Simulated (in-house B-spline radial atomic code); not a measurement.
A calculation on Mo⁺: its settings, and results tabulated from the run. Level of theory: Dirac-Kohn-Sham LDA VWN5, spherical fractional occupations, Fermi nucleus of rms radius 4.4091 fm, inside a hard spherical wall at 5.82 bohr; calculated with a radial B-spline atomic code at the basis-set limit.

Command:
```bash
python run_scf.py task.json out
```
Settings (nuclear radius in fm, mass in u):
```
Z                42
configuration    [Ar] 3d10 4s2 4p5 4d6
hamiltonian      dirac
method           lda,vwn
spin_polarised   False
nucleus          fermi
rms_radius       4.4091
atomic_mass      97.9054
speed_of_light   137.035999084
wall_radius      5.82
```

Output (hartree, bohr):
```
 radial grid: 63 intervals, B-splines of order 8, outer radius 5.82 bohr

 iter        energy (Eh)    residual
    1       -4039.598060    3.58e-01
    2       -4040.129660    2.60e-01
    3       -4043.344564    1.73e-02
    4       -4043.390797    1.12e-02
    5       -4043.394296    6.94e-03
    6       -4043.394786    4.61e-04
    7       -4043.394792    5.21e-04
    8       -4043.394808    3.52e-05
    9       -4043.394808    1.06e-06
   10       -4043.394808    9.35e-08

 total energy                     -4043.39481
 kinetic                            4191.3517
 electron-nucleus                  -9760.9468
 Hartree                            1645.3756
 exchange-correlation               -119.1753

 first-order corrections (not in the total)
   Gaunt                             2.6890
   retardation                      -0.2672
   frequency dependence             -0.0164
   self-energy                       1.8052
   Uehling                          -0.2065
   Wichmann-Kroll                    0.0031

 orbital      occ     eigenvalue          <r>       <r^2>       <1/r>     <1/r^3>       r_max    small
 1s1/2      2.000      -727.4624    0.0352029  0.00167203     43.5008           -      0.0229  2.34e-02
 2s1/2      2.000      -103.0357     0.153555   0.0278521     9.90048           -      0.1299  4.80e-03
 2p1/2      2.000       -94.8882     0.130819   0.0210089     9.88463           -      0.1009  4.81e-03
 2p3/2      4.000       -90.9779     0.135396   0.0223754     9.41193     2394.54      0.1048  4.65e-03
 3s1/2      2.000       -17.7968      0.42946     0.21146      3.3857           -      0.3843  1.28e-03
 3p1/2      2.000       -14.6923     0.423787    0.209314     3.28792           -      0.3711  1.23e-03
 3p3/2      4.000       -14.0477       0.4344    0.219698     3.17346     399.852      0.3806  1.18e-03
 3d3/2      4.000        -8.5346      0.41334    0.205637     2.98677     58.3778      0.3204  1.07e-03
 3d5/2      6.000        -8.4124     0.416839    0.208982     2.95724     55.6532      0.3231  1.06e-03
 4s1/2      2.000        -2.6659      1.10163     1.37754       1.246           -      0.9848  2.95e-04
 4p1/2      1.667        -1.7757      1.20734     1.67418     1.12351           -       1.048  2.48e-04
 4p3/2      3.333        -1.6812      1.23873     1.76282     1.08931     58.5893       1.074  2.37e-04
 4d3/2      2.400        -0.4150      1.79148     3.85023    0.748004      4.2754       1.353  1.20e-04
 4d5/2      3.600        -0.4063      1.80944     3.92555    0.739708     4.03652       1.366  1.18e-04
```

Run time, properties included: 0.74 s on 1 thread of Arm Neoverse V1, with other jobs on the host.

For the Dirac Hamiltonian the kinetic term is c α·p + (β - 1)c².
